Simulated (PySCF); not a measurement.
CH₅ClFNSi, SMILES C([Si@H](Cl)N)F. Atoms are numbered in the order given.

```xyz
10

N     -1.4128    -1.2535     0.2089
Si    -0.3677    -0.0210    -0.3552
Cl    -0.4950     1.8020     0.6880
C      1.4363    -0.5351    -0.1022
F      1.7179    -1.6897    -0.8202
H     -2.3831    -1.2878    -0.0877
H     -1.2894    -1.6764     1.1238
H     -0.7085     0.2540    -1.7699
H      1.6388    -0.7116     0.9710
H      2.1146     0.2744    -0.4272
```
Charge 0, spin multiplicity 1.

Geometry optimised at B3LYP-D3(BJ)/def2-SVP. The structure was generated by enumeration; whether it is a known compound was not checked. Other conformers were not sampled.

Two levels are set side by side: PBE/pcSseg-1 (PySCF) and HF/pcSseg-1 (PySCF). GIAO shifts against CFCl3 (¹⁹F), HCl (³⁵Cl), NH3 (¹⁵N), TMS (²⁹Si), TMS (¹H), TMS (¹³C) at the same level; non-relativistic, no solvent, atoms listed together averaged. Without spin–orbit terms, shifts of atoms bonded to Cl or Br come out too high at both levels. Differences are taken from unrounded values.

```csv
quantity,HF
δ(¹⁵N) of N1 (ppm),24.3
δ(²⁹Si) of Si2 (ppm),-13.1
δ(³⁵Cl) of Cl3 (ppm),4.1
δ(¹³C) of C4 (ppm),71.2
δ(¹⁹F) of F5 (ppm),-254.2
δ(¹H) of H8 (ppm),5.05
"δ(¹H) of H9, H10 (ppm)",4.47
```

**Question.** What does PBE give, and how far is it from HF? (The exact figures need the calculation; the answer reports its results.)

**Answer.** 
| quantity | PBE | PBE minus HF |
|---|---|---|
| δ(¹⁵N) of N1 (ppm) | 41.8 | 17.5 |
| δ(²⁹Si) of Si2 (ppm) | -9.3 | 3.8 |
| δ(³⁵Cl) of Cl3 (ppm) | 77.0 | 72.9 |
| δ(¹³C) of C4 (ppm) | 82.6 | 11.4 |
| δ(¹⁹F) of F5 (ppm) | -312.7 | -58.6 |
| δ(¹H) of H8 (ppm) | 5.64 | 0.59 |
| δ(¹H) of H9, H10 (ppm) | 4.85 | 0.38 |

Rough cost on one machine, each run with all the roots and properties that it gave: HF against PBE within a factor of 2.
